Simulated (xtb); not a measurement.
Job for xtb: GFN2-xTB on GeH3NS (SMILES [NH2][Ge][SH]), a point of a torsion scan.

```
$ xtb mol.xyz --gfn 2 --opt vtight --chrg 0 --uhf 0 --input xcontrol
6

N     -1.40684535     0.10680181     0.34434308
Ge     0.11291457    -0.65571856     1.04458161
S      1.93831796     0.39999948     0.33206116
H     -1.31582482     1.09544106     0.05183249
H     -1.85616052    -0.51715824    -0.34529755
H      2.34069765    -0.24688274    -0.86295157
$constrain
  force constant=1.0
  dihedral: 1,2,3,6,270.0
$end
```

Output:

```
[...]
           -------------------------------------------------
          |                Calculation Setup                |
           -------------------------------------------------



           -------------------------------------------------
          |                 G F N 2 - x T B                 |
           -------------------------------------------------

        Reference                      10.1021/acs.jctc.8b01176
      * Hamiltonian:
        H0-scaling (s, p, d)           1.850000    2.230000    2.230000
        zeta-weighting                 0.500000
      * Dispersion:
        s8                             2.700000
        a1                             0.520000
        a2                             5.000000
        s9                             5.000000
      * Repulsion:
        kExp                           1.500000    1.000000
        rExp                           1.000000
      * Coulomb:
        alpha                          2.000000
        third order                    shell-resolved
        anisotropic                    true
        a3                             3.000000
        a5                             4.000000
        cn-shift                       1.200000
        cn-exp                         4.000000
        max-rad                        5.000000


          ...................................................
          :                      SETUP                      :
          :.................................................:
          :  # basis functions                  27          :
          :  # atomic orbitals                  25          :
          :  # shells                           11          :
          :  # electrons                        18          :
          :  max. iterations                   250          :
          :  Hamiltonian                  GFN2-xTB          :
          :  restarted?                      false          :
          :  GBSA solvation                  false          :
          :  PC potential                    false          :
          :  electronic temp.          300.0000000     K    :
          :  accuracy                    1.0000000          :
          :  -> integral cutoff          0.2500000E+02      :
          :  -> integral neglect         0.1000000E-07      :
          :  -> SCF convergence          0.1000000E-05 Eh   :
          :  -> wf. convergence          0.1000000E-03 e    :
          :  Broyden damping             0.4000000          :
          :  net charge                          0          :
          :  unpaired electrons                  0          :
          ...................................................

 iter      E             dE          RMSdq      gap      omega  full diag
   1     -8.5777626 -0.857776E+01  0.156E+01    1.15       0.0  T
   2     -9.0140515 -0.436289E+00  0.204E+01    2.40       1.0  T
   3     -9.5208113 -0.506760E+00  0.844E+00    3.49       1.0  T
   4     -9.6219060 -0.101095E+00  0.631E+00    3.17       1.0  T
   5     -9.6844862 -0.625802E-01  0.287E+00    3.02       1.0  T
   6     -9.6784785  0.600769E-02  0.375E+00    2.20       1.0  T
   7     -9.7028828 -0.244043E-01  0.597E-01    2.68       1.0  T
   8     -9.7031698 -0.286917E-03  0.398E-01    2.70       1.0  T
   9     -9.7034564 -0.286683E-03  0.672E-02    2.64       1.0  T
  10     -9.7034565 -0.541334E-07  0.166E-02    2.64       2.5  T
  11     -9.7034566 -0.142013E-06  0.181E-02    2.64       2.3  T
  12     -9.7034574 -0.808552E-06  0.197E-03    2.65      20.7  T
  13     -9.7034574 -0.221169E-08  0.157E-03    2.65      26.0  T
  14     -9.7034575 -0.394031E-08  0.125E-04    2.65     325.3  T
  15     -9.7034575 -0.912870E-11  0.347E-05    2.65    1175.4  T

   *** convergence criteria satisfied after 15 iterations ***

         #    Occupation            Energy/Eh            Energy/eV
      -------------------------------------------------------------
         1        2.0000           -0.6896367             -18.7660
       ...           ...                  ...                  ...
         3        2.0000           -0.5796313             -15.7726
         4        2.0000           -0.5181435             -14.0994
         5        2.0000           -0.4748320             -12.9208
         6        2.0000           -0.4496610             -12.2359
         7        2.0000           -0.4021622             -10.9434
         8        2.0000           -0.3762746             -10.2390
         9        2.0000           -0.3622707              -9.8579 (HOMO)
        10                         -0.2650425              -7.2122 (LUMO)
        11                         -0.1581944              -4.3047
        12                         -0.1471069              -4.0030
        13                         -0.1116782              -3.0389
        14                         -0.0133968              -0.3645
       ...                                ...                  ...
        25                
[...]
         -0.2505531              -6.8179 (LUMO)
        11                         -0.1706026              -4.6423
        12                         -0.1272854              -3.4636
        13                         -0.1154960              -3.1428
        14                         -0.0029830              -0.0812
       ...                                ...                  ...
        25                          0.8299108              22.5830
      -------------------------------------------------------------
                  HL-Gap            0.1076991 Eh            2.9306 eV
             Fermi-level           -0.3044026 Eh           -8.2832 eV

 SCC (total)                   0 d,  0 h,  0 min,  0.002 sec
 SCC setup                      ...        0 min,  0.000 sec (  1.910%)
 Dispersion                     ...        0 min,  0.000 sec (  0.562%)
 classical contributions        ...        0 min,  0.000 sec (  0.221%)
 integral evaluation            ...        0 min,  0.001 sec ( 33.012%)
 iterations                     ...        0 min,  0.001 sec ( 22.258%)
 molecular gradient             ...        0 min,  0.001 sec ( 38.515%)
 printout                       ...        0 min,  0.000 sec (  3.248%)

         :::::::::::::::::::::::::::::::::::::::::::::::::::::
         ::                     SUMMARY                     ::
         :::::::::::::::::::::::::::::::::::::::::::::::::::::
         :: total energy              -9.680800848063 Eh    ::
         :: gradient norm              0.000080007200 Eh/a0 ::
         :: HOMO-LUMO gap              2.930640561780 eV    ::
         ::.................................................::
         :: SCC energy                -9.738333616499 Eh    ::
         :: -> isotropic ES            0.006429501249 Eh    ::
         :: -> anisotropic ES          0.001101246451 Eh    ::
         :: -> anisotropic XC          0.002931913368 Eh    ::
         :: -> dispersion             -0.003241026994 Eh    ::
         :: repulsion energy           0.057532530357 Eh    ::
         :: add. restraining           0.000000238080 Eh    ::
         :: total charge               0.000000000000 e     ::
         :::::::::::::::::::::::::::::::::::::::::::::::::::::

           -------------------------------------------------
          |                Property Printout                |
           -------------------------------------------------

    * Orbital Energies and Occupations

         #    Occupation            Energy/Eh            Energy/eV
      -------------------------------------------------------------
         1        2.0000           -0.6823496             -18.5677
         2        2.0000           -0.6401075             -17.4182
         3        2.0000           -0.5910330             -16.0828
         4        2.0000           -0.5211539             -14.1813
         5        2.0000           -0.4703834             -12.7998
         6        2.0000           -0.4519503             -12.2982
         7        2.0000           -0.4086414             -11.1197
         8        2.0000           -0.3809875             -10.3672
         9        2.0000           -0.3582521              -9.7485 (HOMO)
        10                         -0.2505531              -6.8179 (LUMO)
        11                         -0.1706026              -4.6423
        12                         -0.1272854              -3.4636
        13                         -0.1154960              -3.1428
        14                         -0.0029830              -0.0812
        15                          0.0115331               0.3138
        16                          0.0268350               0.7302
        17                          0.0521818               1.4199
        18                          0.0568551               1.5471
        19                          0.0715157               1.9460
        20                          0.0832886               2.2664
       ...                                ...                  ...
        25                          0.8299108              22.5830
      -------------------------------------------------------------
                  HL-Gap            0.1076991 Eh            2.9306 eV
             Fermi-level           -0.3044026 Eh           -8.2832 eV

     #   Z          covCN         q      C6AA      α(0)
     1   7 N        2.554    -0.385    29.993     8.133
     2  32 Ge       1.709     0.316   248.634    32.966
     3  16 S        1.799    -0.432   160.231    21.306
     4   1 H        0.860     0.181     1.207     1.721
     5   1 H        0.860     0.160     1.332     1.808
     6   1 H        0.923     0.160     1.328     1.802
Note: The following floating-point exceptions are signalling: IEEE_UNDERFLOW_FLAG IEEE_DENORMAL
normal termination of xtb

 Mol. C6AA /au·bohr⁶  :       1368.663034
 Mol. C8AA /au·bohr⁸  :      75852.333885
 Mol. α(0) /au        :         67.735943


Wiberg/Mayer (AO) data.
largest (>0.10) Wiberg bond orders for each atom

 ---------------------------------------------------------------------------
     #   Z sym  total        # sym  WBO       # sym  WBO       # sym  WBO
 ---------------------------------------------------------------------------
     1   7 N    3.305 --     2 Ge   1.402     5 H    0.947     4 H    0.933
     2  32 Ge   2.566 --     1 N    1.402     3 S    1.067
     3  16 S    2.022 --     2 Ge   1.067     6 H    0.924
     4   1 H    0.967 --     1 N    0.933
     5   1 H    0.974 --     1 N    0.947
     6   1 H    0.974 --     3 S    0.924
 ---------------------------------------------------------------------------

Topologies differ in total number of bonds
Writing topology from bond orders to xtbtopo.mol

molecular dipole:
                 x           y           z       tot (Debye)
 q only:       -0.973      -0.783      -0.101
   full:       -1.297      -0.888      -0.149       4.012
molecular quadrupole (traceless):
                xx          xy          yy          xz          yz          zz
 q only:       -2.636      -3.231       1.114      -2.193      -2.117       1.522
  q+dip:       -3.344      -5.246       1.076      -2.092      -2.412       2.268
   full:       -3.914      -4.950       0.636      -2.853      -0.578       3.277

           -------------------------------------------------
          |                Geometry Summary                 |
           -------------------------------------------------

      molecular mass/u    :      121.7228630
   center of mass at/Å    :        0.4476267      -0.3764660       0.6965476
  moments of inertia/u·Å² :        0.4468859E+02   0.1417593E+03   0.1830103E+03
rotational constants/cm⁻¹ :        0.3772245E+00   0.1189173E+00   0.9211301E-01

 * 4 selected distances

     #   Z          #   Z                                           value/Å
     1   7 N        2  32 Ge                                      1.8079592 (max)
     1   7 N        4   1 H                                       1.0110308
     1   7 N        5   1 H                                       1.0088912 (min)
     3  16 S        6   1 H                                       1.3265967

 * 3 distinct bonds (by element types)

   Z      Z             #   av. dist./Å        max./Å        min./Å
   1 H    7 N           2     1.0099610     1.0110308     1.0088912
   1 H   16 S           1     1.3265967     1.3265967     1.3265967
   7 N   32 Ge          1     1.8079592     1.8079592     1.8079592


optimized geometry written to: xtbopt.xyz


           -------------------------------------------------
          | TOTAL ENERGY               -9.680800848063 Eh   |
          | GRADIENT NORM               0.000080007200 Eh/α |
          | HOMO-LUMO GAP               2.930640561780 eV   |
           -------------------------------------------------

------------------------------------------------------------------------
------------------------------------------------------------------------
 total:
 SCF:
 ANC optimizer:
```

The run finished.

Warnings raised: the energy holds the restraint's term.

Cost: very roughly 0.07 core-seconds.
